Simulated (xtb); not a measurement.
C₂H₄FNSi, SMILES F[C@@H]1N=C[SiH2]1. All values are semi-empirical tight-binding results from xtb (GFN2-xTB unless named), good for trends rather than for accurate numbers. The structure is a stationary point at GFN2-xTB. The structure was generated by enumeration; whether it is a known compound was not checked.

Optimised geometry:

Bonds (Å): F1–C2 1.374, C2–N3 1.465, C2–Si5 1.957, C2–H6 1.095, N3–C4 1.276, C4–Si5 1.910, C4–H7 1.081, Si5–H8 1.459, Si5–H9 1.455. Bond angles (°): F1–C2–N3 111.8, F1–C2–Si5 117.5, F1–C2–H6 105.9, N3–C2–Si5 90.9, N3–C2–H6 109.9, Si5–C2–H6 119.9, C2–N3–C4 102.4, N3–C4–Si5 99.3, N3–C4–H7 120.3, Si5–C4–H7 140.4, C2–Si5–C4 67.2, C2–Si5–H8 116.7, C2–Si5–H9 113.9, C4–Si5–H8 118.4, C4–Si5–H9 115.3, H8–Si5–H9 116.2.
Charge 0, spin multiplicity 1.

```
Quantity                                          Value
----------------------------------------  -------------
orbital gap                                     2.55 eV
dipole moment                                    4.52 D
zero-point energy                         34.0 kcal/mol
G − E(el) at 298.15 K (modified RRHO)     16.0 kcal/mol
static polarisability (D4 model)             57.0 bohr³
solvation energy, GFN2-xTB/ALPB(water)    -4.8 kcal/mol
solvation energy, GFN2-xTB/ALPB(acetone)  -4.8 kcal/mol
```

Task: Give the atomic charges and the Wiberg bond orders between heavy atoms. (An estimate is asked for; the answer gives what the named calculation found.)

Result: charges (e) F1 -0.26, C2 0.10, N3 -0.24, C4 -0.03, Si5 0.46, H6 0.03, H7 0.05, H8 -0.06, H9 -0.04. Bond orders F1–C2 0.94, C2–N3 1.02, N3–C4 1.94, C2–Si5 0.83, C4–Si5 0.89.
